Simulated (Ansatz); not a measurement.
Gas-phase electronic energies from Ansatz, PBE0-D4/def2-TZVP geometries. CCSD(T)/CBS adds triple-zeta CCSD(T) − MP2 to the extrapolated MP2 energy (def2 sets, frozen cores). This one scheme is used for every species. DFT in def2-TZVPP. For Sc outer-core shells are correlated without core-valence functions, which leaves a few kJ/mol of doubt a bond. Scalar relativity is left out up to krypton. Each species was taken in one conformer, which may not be the lowest.

Reaction (ligand exchange at the Sc–O bond): `C[O][Sc]([NH2])[OH]` + H–F → `[NH2][Sc]([OH])[F]` + CH₃OH

CCSD(T)/CBS gives -42.0 kJ/mol.

**Question.** Another level gave -56.6 kJ/mol. Which?
A. revPBE/def2-TZVPP
B. r2SCAN-D4/def2-TZVPP
C. PBE-QIDH/def2-TZVPP
D. MP2/def2-TZVPP

**Answer.** B. r2SCAN-D4 -56.6, PBE-QIDH -50.8, revPBE -61.2, MP2/def2-TZVPP -43.2 kJ/mol.

Largest T1 diagnostic among the species: 0.016.

The D4 term adds +5.1 kJ/mol with B3LYP and +3.0 kJ/mol with PBE0; it sums over pairs of atoms, weighted by their polarisabilities, and B3LYP, whose exchange is more repulsive, gets the larger term. In def2-TZVPP, CCSD(T) changes the Hartree–Fock value by +13.9 kJ/mol (the triples alone add +2.2 kJ/mol) and MP2 by +17.0 kJ/mol.

B3LYP here is the variant with VWN-RPA as its local correlation; programs differ in this.
